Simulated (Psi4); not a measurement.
gold atom (Au), doublet (core potentials on Au); PBE0/def2-QZVPP (Psi4).

The Psi4 input:
```
memory 2 GB

molecule mol {
0 2
  Au    0.000000    0.000000    0.000000
}

set basis def2-qzvpp
set reference uks

energy('pbe0')
print_variables()
```

**Question.** Predict the main parts of the log of this Psi4 run.

**Answer.** 
```
   => Loading Basis Set <=

    Name: DEF2-QZVPP
    Role: ORBITAL
    Keyword: BASIS

    !!!  WARNING: ECP capability is in beta. Please check occupations closely.  !!!

         ---------------------------------------------------------
                                   SCF
               by Justin Turney, Rob Parrish, Andy Simmonett
                          and Daniel G. A. Smith
                              UKS Reference
         ---------------------------------------------------------

  ==> Geometry <==

    Molecular point group: d2h
    Geometry (in Angstrom), charge = 0, multiplicity = 2:

       Center              X                  Y                   Z               Mass
    ------------   -----------------  -----------------  -----------------  -----------------
         AU           0.000000000000     0.000000000000     0.000000000000   196.966568790000

  Running in d2h symmetry.

  Rotational constants: A = ************  B = ************  C = ************ [cm^-1]
  Rotational constants: A = ************  B = ************  C = ************ [MHz]
  Nuclear repulsion =    0.000000000000000

  Charge       = 0
  Multiplicity = 2
  Electrons    = 19
  Nalpha       = 10
  Nbeta        = 9

  ==> Algorithm <==

  SCF Algorithm Type is DF.
  DIIS enabled.
  MOM disabled.
  Fractional occupation disabled.
  Guess Type is CORE.
  Energy threshold   = 1.00e-06
  Density threshold  = 1.00e-06
  Integral threshold = 1.00e-12

  ==> Primary Basis <==

  Basis Set: DEF2-QZVPP
    Blend: DEF2-QZVPP
    Number of shells: 22
    Number of basis functions: 88
    Number of Cartesian functions: 116
    Spherical Harmonics?: true
    Max angular momentum: 4

  Core potential: DEF2-QZVPP
    Number of shells: 4
    Number of ECP primitives: 14
    Number of ECP core electrons: 60
    Max angular momentum: 3

  ==> DFT Potential <==

   => LibXC <=

    Version 7.1.2
    S. Lehtola, C. Steigemann, M. J. T. Oliveira, and M. A. L. Marques,  SoftwareX 7, 1–5 (2018) (10.1016/j.softx.2017.11.002)

   => Composite Functional: PBE0 <=

    PBE0 Hyb-GGA Exchange-Correlation Functional

    C. Adamo and V. Barone,  J. Chem. Phys. 110, 6158 (1999) (10.1063/1.478522)
    M. Ernzerhof and G. E. Scuseria,  J. Chem. Phys. 110, 5029 (1999) (10.1063/1.478401)

    Deriv               =              1
    GGA                 =           TRUE
    Meta                =          FALSE

    Exchange Hybrid     =           TRUE
    MP2 Hybrid          =          FALSE

   => Exchange Functionals <=

    0.7500   Perdew, Burke & Ernzerhof

   => Exact (HF) Exchange <=

    0.2500               HF

   => Correlation Functionals <=

    1.0000   Perdew, Burke & Ernzerhof

   => LibXC Density Thresholds  <==

    XC_HYB_GGA_XC_PBEH:  1.00E-15

   => Molecular Quadrature <=

    Radial Scheme          =       TREUTLER
    Pruning Scheme         =           NONE
    Nuclear Scheme         =       TREUTLER

    Blocking Scheme        =         OCTREE
    BS radius alpha        =              1
    Pruning alpha          =              1
    Radial Points          =             75
    Spherical Points       =            302
    Total Points           =          22040
    Total Blocks           =            248
    Max Points             =            245
    Max Functions          =             88
    Weights Tolerance      =       1.00E-15

   => Loading Basis Set <=

    Name: (DEF2-QZVPP AUX)
    Role: JKFIT
    Keyword: DF_BASIS_SCF

  ==> Integral Setup <==

  SCF_SUBTYPE=INCORE selected. In-core MEM_DF algorithm will be used.
  Using in-core AOs.

  ==> MemDFJK: Density-Fitted J/K Matrices <==

    J tasked:                   Yes
    K tasked:                   Yes
    wK tasked:                   No
    Algorithm:                 Core
    Schwarz Cutoff:           1E-12
    Mask sparsity (%):       0.0000
    Fitting Condition:        1E-10

   => Auxiliary Basis Set <=

  Basis Set: (DEF2-QZVPP AUX)
    Blend: DEF2-UNIVERSAL-JKFIT
[...]
    Occupation by irrep:
             Ag   B1g   B2g   B3g    Au   B1u   B2u   B3u
    DOCC [     3,    1,    1,    1,    0,    1,    1,    1 ]
    SOCC [     1,    0,    0,    0,    0,    0,    0,    0 ]
    NA   [     4,    1,    1,    1,    0,    1,    1,    1 ]
    NB   [     3,    1,    1,    1,    0,    1,    1,    1 ]

   @DF-UKS iter   2:  -110.61337343454807    1.16956e+01   1.74079e-01 ADIIS
   @DF-UKS iter   3:  -135.57553139954487   -2.49622e+01   1.73932e-02 DIIS/ADIIS
   @DF-UKS iter   4:  -135.58502694538242   -9.49555e-03   1.70772e-02 DIIS/ADIIS
   @DF-UKS iter   5:  -135.69364115417255   -1.08614e-01   4.46938e-03 DIIS/ADIIS
   @DF-UKS iter   6:  -135.70238545447663   -8.74430e-03   4.10116e-04 DIIS/ADIIS
   @DF-UKS iter   7:  -135.70244624019557   -6.07857e-05   3.52982e-05 DIIS
   @DF-UKS iter   8:  -135.70244755401635   -1.31382e-06   7.15789e-06 DIIS
   @DF-UKS iter   9:  -135.70244784993076   -2.95914e-07   3.28492e-06 DIIS
   @DF-UKS iter  10:  -135.70244791576957   -6.58388e-08   5.69569e-07 DIIS
  Energy and wave function converged.

  ==> Post-Iterations <==

   Electrons on quadrature grid:
      Nalpha   =   10.0000000000 ; deviation = 1.776e-14
      Nbeta    =    9.0000000000 ; deviation = -1.599e-14
      Ntotal   =   19.0000000000 ; deviation = 1.776e-15

   @Spin Contamination Metric:   1.325136561E-03
   @S^2 Expected:                7.500000000E-01
   @S^2 Observed:                7.513251366E-01
   @S   Expected:                5.000000000E-01
   @S   Observed:                5.000000000E-01

    Orbital Energies [Eh]
    ---------------------

    Alpha Occupied:

[...]
       4Ag    -0.245967

    Alpha Virtual:

[...]
    Beta Occupied:

[...]
    Beta Virtual:

[...]
      21Ag   206.838471

    Final Occupation by Irrep:
             Ag   B1g   B2g   B3g    Au   B1u   B2u   B3u
    DOCC [     3,    1,    1,    1,    0,    1,    1,    1 ]
    SOCC [     1,    0,    0,    0,    0,    0,    0,    0 ]
    NA   [     4,    1,    1,    1,    0,    1,    1,    1 ]
    NB   [     3,    1,    1,    1,    0,    1,    1,    1 ]

  @DF-UKS Final Energy:  -135.70244791576957

   => Energetics <=

    Nuclear Repulsion Energy =              0.0000000000000000
    One-Electron Energy =                -238.8283113751722908
    Two-Electron Energy =                 112.9845829524669938
    DFT Exchange-Correlation Energy =      -9.8587194930642639
    Empirical Dispersion Energy =           0.0000000000000000
    VV10 Nonlocal Energy =                  0.0000000000000000
    Total Energy =                       -135.7024479157695680

  UHF NO Occupations:
  HONO-2 :    1B3g 1.9998708
  HONO-1 :    3 Ag 1.9998708
  HONO-0 :    4 Ag 1.0000000
  LUNO+0 :    5 Ag 0.0001292
  LUNO+1 :    2B1g 0.0001292
  LUNO+2 :    2B3g 0.0001292
  LUNO+3 :    2B2g 0.0001292

Computation Completed

Properties will be evaluated at   0.000000,   0.000000,   0.000000 [a0]

Properties computed using the SCF density matrix

 Multipole Moments:

 ------------------------------------------------------------------------------------
     Multipole            Electronic (a.u.)      Nuclear  (a.u.)        Total (a.u.)
 ------------------------------------------------------------------------------------

 L = 1.  Multiply by 2.5417464519 to convert [e a0] to [Debye]
 Dipole X            :          0.0000000            0.0000000            0.0000000
 Dipole Y            :          0.0000000            0.0000000            0.0000000
 Dipole Z            :          0.0000000            0.0000000            0.0000000
 Magnitude           :                                                    0.0000000

 ------------------------------------------------------------------------------------

  Variable Map:
  ----------------------------------------------------------------------------
[...]
  Array Variable Map:
  ----------------------------------------------------------------------------
[...]
[...]
```
